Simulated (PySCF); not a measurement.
Compound: MoOF3 (doublet state).
Bonds: Mo1–O2, Mo1–F3, Mo1–F4, Mo1–F5.

Level of theory: PBE0-D3(BJ)/def2-SVP geometry optimisation, gas phase, def2 core potentials past Kr (PySCF).

What internal coordinates does the optimisation give?

```
                  bond  length (Å)
                Mo1–O2       1.647
Mo1–F3, Mo1–F4, Mo1–F5       1.849
```

Bonds in one row agree within 0.01 Å and their mean is given. A selection of angles:
```
    angle  degrees
O2–Mo1–F3    111.5
O2–Mo1–F4    121.9
O2–Mo1–F5    104.7
F3–Mo1–F4    111.7
F3–Mo1–F5     95.4
F4–Mo1–F5    108.0
```

Mo1 (molybdenum bonded to 3 F and O) has angles from 95.4° to 121.9°.

Point group: near Cs, missed by 0.14 Å at most; the miss may be what the optimiser left on a soft mode. PBE0-D3(BJ)/def2-SVP frequencies: not computed here. ⟨S²⟩ = 0.754 (exact for a doublet: 0.75).

Time: 90 s wall. Hardware: one thread of an x86-64 server, on a shared host. That covers the optimisation of the geometry.

Neither the SCF state along the optimisation nor the shape of the open-shell metal species was proved the lowest: other solutions of the same spin, or a structure of lower symmetry, can lie below.
